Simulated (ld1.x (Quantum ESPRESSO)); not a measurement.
PBEsol PAW dataset for Au, fully relativistic all-electron reference.

The input file (ld1.x (Quantum ESPRESSO) 7.5):

```
&input
   title='Au', zed=79., rel=2, dft='PBESOL', iswitch=3,
   config='[Xe] 4f14 5d9.5 6s0 6p0', rel_dist='average',
   nld=7, rlderiv=2.00, eminld=-11.0, emaxld=5.0, deld=0.04
 /
 &inputp
   pseudotype=3, lpaw=.true., tm=.true., lloc=-2, rcloc=1.55,
   nlcc=.true., new_core_ps=.true., rcore=0.55,
   which_augfun='PSQ', rmatch_augfun_nc=.true.,
   file_pseudopw='Au.UPF', file_wfcaegen='ae.wfc', file_wfcncgen='nc.wfc', file_beta='beta', file_chi='chi', file_wfcusgen='us.wfc'
 /
8
5S  1  0   2.00   0.00  1.20  1.60  0.0
6S  2  0   0.00   0.00  1.20  1.60  0.0
5P  2  1   6.00   0.00  1.75  1.85  0.0
6P  3  1   0.00   0.00  1.75  1.85  0.0
5D  3  2   9.50   0.00  1.25  1.50  0.0
5D  3  2   0.00  -0.40  1.25  1.50  0.0
4F  4  3  14.00   0.00  0.60  0.80  0.0
4F  4  3   0.00  -6.25  0.60  0.80  0.0
 &test
   configts(1)='4f14 5s2 5p6 5d9.5 6s0 6p0'
 /
```

Command:

```bash
ld1.x < Au.in > Au.out
```

Resulting log (shortened: banner, matrices, multipoles, cross overlaps and the repeated all-electron block are left out):

```
[... start of the log left out ...]

     Wfc 6P LC norm =  0.99995716 SC norm =  0.00003634 missing  0.00000649
     Speed at rcutus      0.561 a.u.,  v/c =  0.004093,  (v/c)^2 =  0.00001675

     Wfc 5D LC norm =  0.99976794 SC norm =  0.00023196 missing  0.00000010
     Speed at rcutus      1.507 a.u.,  v/c =  0.010995,  (v/c)^2 =  0.00012090

     Wfc 5D LC norm =  0.99978507 SC norm =  0.00020831 missing  0.00000663
     Speed at rcutus      1.538 a.u.,  v/c =  0.011220,  (v/c)^2 =  0.00012588

     Wfc 4F LC norm =  0.99865894 SC norm =  0.00134106 missing  0.00000000
     Speed at rcutus      2.656 a.u.,  v/c =  0.019379,  (v/c)^2 =  0.00037553

     Wfc 4F LC norm =  0.99868668 SC norm =  0.00131331 missing  0.00000001
     Speed at rcutus      2.734 a.u.,  v/c =  0.019948,  (v/c)^2 =  0.00039791
      Wfc-us  5S rcutus= 1.617  Estimated cut-off energy=    21.76 Ry
      Wfc-us  6S rcutus= 1.617  Estimated cut-off energy=    44.16 Ry
      Wfc-us  5P rcutus= 1.832  Estimated cut-off energy=    26.36 Ry
      Wfc-us  5P rcutus= 1.832  Estimated cut-off energy=    25.85 Ry
      Wfc-us  6P rcutus= 1.832  Estimated cut-off energy=    49.33 Ry
      Wfc-us  6P rcutus= 1.832  Estimated cut-off energy=    48.16 Ry
      Wfc-us  5D rcutus= 1.500  Estimated cut-off energy=    50.79 Ry
      Wfc-us  5D rcutus= 1.500  Estimated cut-off energy=    50.56 Ry
      Wfc-us  5D rcutus= 1.500  Estimated cut-off energy=    54.59 Ry
      Wfc-us  5D rcutus= 1.500  Estimated cut-off energy=    53.64 Ry
      Wfc-us  4F rcutus= 0.803  Estimated cut-off energy=   249.85 Ry
      Wfc-us  4F rcutus= 0.803  Estimated cut-off energy=   249.56 Ry
      Wfc-us  4F rcutus= 0.803  Estimated cut-off energy=   261.39 Ry
      l=   3 integral=    0.000008559 r(ikk)     1.637305901

 %%%%%%%%%%%%%%%%%%%%%%%%%%%%%%%%%%%%%%%%%%%%%%%%%%%%%%%%%%%%%%%%%%%%%%%%%%%%%%
     Error in routine compute_chi (1):
     chi too large beyond r_c
 %%%%%%%%%%%%%%%%%%%%%%%%%%%%%%%%%%%%%%%%%%%%%%%%%%%%%%%%%%%%%%%%%%%%%%%%%%%%%%

     stopping ...
```

The run stopped because the function χ = (ε − T − V_loc)φ does not vanish beyond the cutoff radius.

The run took about 0.19 s on one core of a shared server CPU.
